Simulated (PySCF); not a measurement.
## Orbital picture of VCl

BP86 at R = 2.216 Å; basis V def2-TZVPP, Cl def2-TZVPP; no relativity; PySCF 2.14. State: quintet, unpaired electrons σ ↑, π ↑, δ ↑↑. Only the outer orbitals are listed, counted within each symmetry.

```tsv
spin	orbital	occ.	ε (eV)	on V (%)	main shells (%)
α	9σ	1	-19.12	4	96 Cl s
α	10σ	1	-8.43	20	79 Cl p, 12 V d
α	4π	1	-7.50	12	87 Cl p, 10 V d
α	4π	1	-7.48	14	86 Cl p, 12 V d
α	11σ	1	-4.90	98	57 V d, 41 V s
α	1δ	1	-4.40	100	100 V d
α	5π	1	-4.40	90	86 V d, 10 Cl p
α	1δ	1	-4.31	99	81 V d, 16 V s
α	5π	0	-4.00	91	88 V d
α	12σ	0	-3.37	90	42 V d, 24 V p, 24 V s
α	6π	0	-1.13	97	91 V p
β	8σ	1	-40.48	100	100 V p
β	3π	1	-39.76	100	100 V p
β	3π	1	-38.99	100	100 V p
β	9σ	1	-19.15	4	96 Cl s
β	10σ	1	-8.24	13	86 Cl p
β	4π	1	-7.47	7	93 Cl p
β	4π	1	-7.31	6	94 Cl p
β	11σ	0	-2.73	100	83 V s, 9 V d, 8 V p
β	5π	0	-2.47	95	93 V d
β	12σ	0	-1.96	93	71 V d, 20 V p
```

Question: Which are the highest filled and the lowest empty level, where do they sit, and how wide is the gap?

Answer: Highest filled α 1δ at -4.31 eV (in %: 81 V d, 16 V s); lowest empty α 5π at -4.00 eV (in %: 88 V d); the gap at BP86 is 0.31 eV.

| Item | Value |
| --- | --- |
| bond order (Mayer) | 1.21 |
| ⟨S²⟩ | 6.016 |
| charge on V (Mulliken, basis-dependent) | 0.33 |
| charge on V (Löwdin, basis-dependent) | -0.17 |
| dipole moment (positive dipole means V(−)Cl(+)) | -3.90 D |

The state is the lowest single determinant that the PBE0 search found; with open d or f shells the true ground state can be another one.
